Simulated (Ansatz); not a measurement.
Total energies of Si₃₅H₃₆, a nanocrystal cut from cubic silicon from Ansatz at PBE0-D4/def2-TZVP, gas phase (1 Eh = 27.2114 eV = 2625.5 kJ/mol). The reference geometry is relaxed at r2SCAN-D4/def2-SVP.

```tsv
state	geometry	energy (Eh)
charge 0 singlet	reference	-10150.83061
charge 1 doublet	reference	-10150.54005
charge -1 doublet	reference	-10150.87227
free Si atom (triplet)	–	-289.24943
free H atom (doublet)	–	-0.50104
```

Single mean-field runs in def2-TZVP are fitted with def2-universal-jkfit.

Work out the vertical ionisation energy to the doublet.

E(charge 1 doublet) − E(charge 0 singlet) = -10150.54005 − (-10150.83061) = 0.29056 Eh = 7.91 eV. For comparison, −ε of the highest occupied level is 6.99 eV at this level, 0.92 eV less.

Work out the vertical electron affinity, to the doublet.

E(charge 0 singlet) − E(charge -1 doublet) = -10150.83061 − (-10150.87227) = 0.04166 Eh = 1.13 eV. The basis lacks diffuse functions, which makes affinities too small.

Give the fundamental gap IE − EA, the Mulliken electronegativity (IE + EA)/2 and the hardness (IE − EA)/2.

From the values in Eh: IE − EA = 0.29056 − 0.04166 = 0.24890 Eh = 6.77 eV; (IE + EA)/2 = 4.52 eV; (IE − EA)/2 = 3.39 eV. The HOMO–LUMO gap of the same run is 5.13 eV, 1.64 eV smaller than the fundamental gap.

What is the binding energy per atom against free atoms?

Atoms: 35 × (-289.24943) + 36 × (-0.50104) = -10141.76749 Eh. Binding: -10141.76749 − (-10150.83061) = 9.06312 Eh = 246.62 eV, or 3.47 eV for each of 71 atoms (no zero-point energy, no counterpoise term).
